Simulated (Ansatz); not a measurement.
A made-up structure of MgZnBH, closed shell:

```
4
angstrom
B 0.2681 -1.4301 -1.0361
Mg -0.7429 0.0909 0.3152
Zn 1.1852 0.2550 1.1398
H -0.6977 1.4736 -0.7068
```

It is relaxed with PBE-D4/def2-SVP and then PBE0-D4/def2-TZVP (Ansatz 0.2.0). Atoms count as bonded within 1.22 times the sum of their covalent radii (H–H: 0.88 Å). The end point is not checked to be a true minimum.

Q: Does its bonding change? (A judgement: the text doesn't fix the answer.)

A: The calculation gives: Yes. Formed: B1–Zn3, B1–H4; broken: Mg2–H4.

Where it ends: The first stage lowers the energy by 3.88 eV in 12 steps. It ends as MgZnBH ([Mg][BH][Zn]):
B1  (0.163, -0.291, -0.767)
Mg2  (-1.577, -0.231, 0.691)
Zn3  (1.297, 0.040, 0.973)
H4  (0.129, 0.871, -1.185)
(Å)

Labels in which every atom is bracketed show which atoms are joined, not bond orders.

For scale, one of the runs: PBE0-D4/def2-TZVP relaxation, 117 basis functions, launched by `ansatz run in.yaml --threads 2 --pin off --events-out ev --progress --plain --max-ram 4352MiB`. The run took about 24 s on 2 CPU threads of an Arm Neoverse N1 (shared host).
